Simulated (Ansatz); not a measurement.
CuPH4⁺, that is Cu(PH3)H with one electron fewer. The state is a doublet with charge 1. Geometry PBE0-D4/def2-TZVP, that of the neutral singlet; atoms count from 1.

Cartesian coordinates in Å:
```
Cu -0.523 -1.445 -0.341
P 0.214 0.591 0.141
H -0.705 1.654 0.268
H 1.120 1.230 -0.734
H 0.925 0.813 1.340
H -1.031 -2.843 -0.674
```

Question: Estimate the Mulliken populations from the PBE0/def2-TZVP orbitals of Ansatz.

Answer: 
```
atom  charge (e)  spin (α − β)  d electrons
 Cu1        0.12          0.71         9.70
  P2        0.04         -0.04            –
  H3        0.18          0.00            –
  H4        0.18          0.00            –
  H5        0.18          0.00            –
  H6        0.29          0.33            –
```
Mulliken values and Mayer orders depend strongly on the basis.

Question: Where does the spin sit?

Answer: Summed by element: Cu 0.71, P -0.04, H 0.33, of 1 unpaired in all. Largest on single atoms: Cu1 0.71, H6 0.33, P2 -0.04.

Question: And the Mayer bond orders between bonded heavy atoms (over 0.3)?

Answer: Cu1–P2 0.80 (2.22 Å).
